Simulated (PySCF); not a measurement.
Question: Write Cartesian coordinates for `[SiH3][GeH2][GeH2][SH]` as optimised with PBE0-D3(BJ)/def2-SVP.

Answer: 
```
atom  x, y, z in Å
Si1    2.4027   -0.0277   -0.0275
Ge2    0.1850    0.7780   -0.4260
Ge3   -1.4602   -0.8451    0.2979
S4    -3.5239   -0.1736   -0.2484
H5     2.3378   -1.4210    0.5119
H6     3.1022    0.8374    0.9699
H7     3.1858   -0.0449   -1.2999
H8    -0.0396    1.0665   -1.9222
H9    -0.0604    2.0932    0.3417
H10   -1.2957   -2.1815   -0.4475
H11   -1.3610   -1.1060    1.8162
H12   -3.4370    0.9952    0.4239
```

Any rigid rotation of these coordinates is as good. Atoms count from 1 in this order. Ge2 (germanium bonded to Ge, Si and 2 H) is tetrahedral (angles from 107.5° to 111.1°). Si1 (SiH3 silicon) is tetrahedral (angles from 108.6° to 110.5°). Ge3 (germanium bonded to Ge, S and 2 H) is distorted tetrahedral (angles from 103.9° to 111.4°). S4 (sulfur bonded to Ge and H) is bent (angle 94.5°).

Bonds between heavy atoms (Å): Si1–Ge2 2.393, Ge2–Ge3 2.422, Ge3–S4 2.238.

Method: PySCF, PBE0-D3(BJ)/def2-SVP geometry optimisation, gas phase.

Stationary, but not proved a minimum. One conformer, not necessarily the lowest (Si1–Ge2–Ge3–S4 -175°, Ge2–Ge3–S4–H -57°).
